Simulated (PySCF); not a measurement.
Isomers of C4H11F2NSi, mass 139.063 u with the commonest isotopes. Method used: PBE0/pcSseg-1 in PySCF (dipole) on a GFN2-xTB geometry, gas phase. One conformer each, none proved a minimum here; rigid rotors.

**Question.** Order these by dipole moment, smallest first.
A. `[CH3:1][NH:2][SiH2:3][C@@H:4]([F:5])[C@H:6]([CH3:7])[F:8]` with C1–N2–Si3–C4 180°, N2–Si3–C4–F5 54°, Si3–C4–C6–C7 166°
B. `[CH3:1][SiH2:2][NH:3][C@@H:4]([CH3:5])[CH:6]([F:7])[F:8]` with C1–Si2–N3–C4 177°, Si2–N3–C4–C5 86°, N3–C4–C6–F7 -71°
C. `[CH3:1][N:2]([CH3:3])[SiH2:4][C@@H:5]([F:6])[CH2:7][F:8]` with C1–N2–Si4–C5 -41°, N2–Si4–C5–F6 73°, Si4–C5–C7–F8 62°

**Answer.** A (1.02 D), C (1.18 D), B (1.85 D).

**Question.** Order these by out-of-plane moment Σ m c² = (Ia + Ib − Ic)/2, largest first.
A. `[CH3:1][NH:2][SiH2:3][C@@H:4]([F:5])[C@H:6]([CH3:7])[F:8]` with C1–N2–Si3–C4 180°, N2–Si3–C4–F5 54°, Si3–C4–C6–C7 166°
B. `[CH3:1][SiH2:2][NH:3][C@@H:4]([CH3:5])[CH:6]([F:7])[F:8]` with C1–Si2–N3–C4 177°, Si2–N3–C4–C5 86°, N3–C4–C6–F7 -71°
C. `[CH3:1][N:2]([CH3:3])[SiH2:4][C@@H:5]([F:6])[CH2:7][F:8]` with C1–N2–Si4–C5 -41°, N2–Si4–C5–F6 73°, Si4–C5–C7–F8 62°

**Answer.** B (53.67 u·Å²), C (26.89 u·Å²), A (17.95 u·Å²).

**Question.** Order these by radius of gyration √(Σ m r²/M), smallest first.
A. `[CH3:1][N:2]([CH3:3])[SiH2:4][C@@H:5]([F:6])[CH2:7][F:8]` with C1–N2–Si4–C5 -41°, N2–Si4–C5–F6 73°, Si4–C5–C7–F8 62°
B. `[CH3:1][SiH2:2][NH:3][C@@H:4]([CH3:5])[CH:6]([F:7])[F:8]` with C1–Si2–N3–C4 177°, Si2–N3–C4–C5 86°, N3–C4–C6–F7 -71°
C. `[CH3:1][NH:2][SiH2:3][C@@H:4]([F:5])[C@H:6]([CH3:7])[F:8]` with C1–N2–Si3–C4 180°, N2–Si3–C4–F5 54°, Si3–C4–C6–C7 166°

**Answer.** A (2.234 Å), C (2.288 Å), B (2.356 Å).

| SMILES | point group | Ia (u·Å²) | Ib (u·Å²) | Ic (u·Å²) | κ | μa (D) | μb (D) | μc (D) |
| --- | --- | --- | --- | --- | --- | --- | --- | --- |
| CN(C)[SiH2][C@@H](F)CF | C1 | 180.05 | 540.65 | 666.92 | -0.83 | 1.15 | 0.27 | 0.04 |
| C[SiH2]N[C@@H](C)C(F)F | C1 | 148.96 | 676.87 | 718.48 | -0.97 | 1.85 | 0.01 | 0.13 |
| CN[SiH2][C@@H](F)[C@H](C)F | C1 | 145.77 | 600.48 | 710.34 | -0.91 | 0.53 | 0.86 | 0.14 |
